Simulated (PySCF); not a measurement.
Si(H)2(Br)(OEt) (C2H7BrOSi), SMILES CCO[SiH2]Br. Atoms are numbered in the order given.

```xyz
12

Si     0.4308     0.9026     0.6462
Br     1.4399    -0.6506    -0.5999
O     -1.1908     0.9137     0.3549
C     -2.0702    -0.1733     0.5655
C     -3.4789     0.2534     0.2341
H      0.7297     0.5590     2.0651
H      0.9485     2.2344     0.2564
H     -2.0071    -0.5127     1.6172
H     -1.7648    -1.0259    -0.0683
H     -3.5446     0.5780    -0.8147
H     -3.7897     1.0933     0.8729
H     -4.1805    -0.5803     0.3865
```

Coordinates come from a PBE0-D3(BJ)/def2-SVP optimisation. Other conformers were not sampled.

Level of theory: PySCF with PBE/pcSseg-1.

GIAO shieldings, no solvent; atoms listed in one row are averaged. δ = σ(ref) − σ: ²⁹Si against TMS (σ = 335.4 ppm); ¹⁷O against H2O (σ = 334.3 ppm); ¹³C against TMS (σ = 182.0 ppm); ¹H against TMS (σ = 31.49 ppm), references at their B3LYP-D3(BJ)/def2-TZVP geometries, non-relativistic (without spin–orbit terms, shifts of atoms bonded to Cl or Br come out too high).

| nucleus | atoms | count | δ (ppm) |
|---|---|---|---|
| ²⁹Si | Si1 | 1 | -9.0 |
| ¹⁷O | O3 | 1 | 87.5 |
| ¹³C | C4 | 1 | 66.4 |
| ¹³C | C5 | 1 | 21.5 |
| ¹H | H6 | 1 | 6.25 |
| ¹H | H7 | 1 | 6.00 |
| ¹H | H9 | 1 | 4.43 |
| ¹H | H8 | 1 | 4.01 |
| ¹H | H10, H11, H12 | 3 | 1.61 |
